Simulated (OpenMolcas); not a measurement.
B, Al, Ga, In, Tl: ns² np down the group

* Program: OpenMolcas 26.06
* Method: SS-CASPT2, IPEA 0.25 Eh, imaginary shift 0.1 Eh
* Basis: ANO-R2
* Scalar Hamiltonian: X2C, finite nucleus
* Spin-orbit coupling: state interaction with AMFI integrals over the reference wave functions, term energies averaged over their components

Active space for each ion: 3 electrons in 4 orbitals (s p); closed shells correlated by CASPT2: B 1s; Al 2s 2p; Ga 3d; In 4d; Tl 5d.

Computed levels in cm-1 above ²P°_1/2:

```json
{"Level": "²P°_3/2", "B": "14.3", "Al": "103", "Ga": "769", "In": "2030", "Tl": "6890"}
{"Level": "weight of ²P° in the lowest level (%)", "B": "100", "Al": "100", "Ga": "100", "In": "100", "Tl": "100"}
```

Measured, with the error of the calculation in %. Measured levels: B, Al, Ga, In, Tl from NIST Handbook of Basic Atomic Spectroscopic Data.

```tsv
Level	B	Al	Ga	In	Tl
²P°_3/2	15.3 (-6.4)	112 (-7.7)	826 (-6.9)	2213 (-8.0)	7793 (-11.6)
```

The fine-structure level ²P°_3/2 changes by a factor of 482 from B to Tl.

Some high roots are left out of the spin-orbit mixing, which shifts the levels that they would mix with (holds for Ga; In; Tl). Measured partners are found by configuration, term and J. A level has none where our copy of the source lacks it or the pairing is in doubt (some pairs that miss far off the trend of their configuration count as doubtful), and it then counts in no deviation. Only configurations of the active space appear.

° marks odd parity.
